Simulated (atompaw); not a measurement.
## Which change was made? (P, PAW (atompaw))

```
Element                 : P (Z = 15)
Generator               : atompaw 4.2.0.5
Type                    : PAW
Functional              : PBE
Relativity              : scalar-relativistic
Frozen core             : [Ne]
Valence charge          : 5
Reference configuration : 3s2 3p3
Partial waves           : 3s (bound): rc 1.35 bohr; 3s channel at 0.05 Ry: rc 1.95 bohr; 3p (bound): rc 1.95 bohr; 3p channel at 0.45 Ry: rc 1.95 bohr
Local potential         : troulliermartins scheme with l = 2 at 0 Ry, radius 1.90 bohr
Core correction         : smooth core density matched at 1.60 bohr
Augmentation charge     : sinc compensation charge, radius 1.65 bohr; PAW radius 1.95 bohr; waves and projectors: custom polynom gramschmidtortho
```

Cutoffs, loose and tight: the cutoffs (Ry, on a coarse ladder) from which the occupation-weighted sum of valence levels, in a spherical-Bessel basis at the reference potential, stays within 10 and 1 mRy of its value at 400 Ry. They see the waves, projectors and local potential, not the compensation charge or the core.

The base gives: outcome: generated; cutoff, loose: 21 Ry; cutoff, tight: 35 Ry; bound ghosts: none.

Task: After one change the result is: outcome: failed: atompaw: The overlap operator has at least one negative eigenvalue!. Which change was it?
A. all radii scaled by about 0.76 (s 1.02, p 1.48 bohr); local potential troulliermartins scheme with l = 2 at 0 Ry, radius 1.44 bohr; augmentation sinc compensation charge, radius 1.26 bohr; PAW radius 1.48 bohr; waves and projectors: custom polynom gramschmidtortho; core correction smooth core density matched at 1.22 bohr
B. all radii scaled by about 1.26 (s 1.70, p 2.46 bohr); local potential troulliermartins scheme with l = 2 at 0 Ry, radius 2.40 bohr; augmentation sinc compensation charge, radius 2.08 bohr; PAW radius 2.46 bohr; waves and projectors: custom polynom gramschmidtortho; core correction smooth core density matched at 2.02 bohr
C. all radii scaled by about 1.12 (s 1.50, p 2.18 bohr); local potential troulliermartins scheme with l = 2 at 0 Ry, radius 2.12 bohr; augmentation sinc compensation charge, radius 1.84 bohr; PAW radius 2.18 bohr; waves and projectors: custom polynom gramschmidtortho; core correction smooth core density matched at 1.78 bohr

Result: A. The others give: all radii scaled by about 1.26 (s 1.70, p 2.46 bohr); local potential troulliermartins scheme with l = 2 at 0 Ry, radius 2.40 bohr; augmentation sinc compensation charge, radius 2.08 bohr; PAW radius 2.46 bohr; waves and projectors: custom polynom gramschmidtortho; core correction smooth core density matched at 2.02 bohr → outcome: generated; cutoff, loose: 15 Ry; cutoff, tight: 21 Ry; bound ghosts: none | all radii scaled by about 1.12 (s 1.50, p 2.18 bohr); local potential troulliermartins scheme with l = 2 at 0 Ry, radius 2.12 bohr; augmentation sinc compensation charge, radius 1.84 bohr; PAW radius 2.18 bohr; waves and projectors: custom polynom gramschmidtortho; core correction smooth core density matched at 1.78 bohr → outcome: generated; cutoff, loose: 18 Ry; cutoff, tight: 30 Ry; bound ghosts: none.
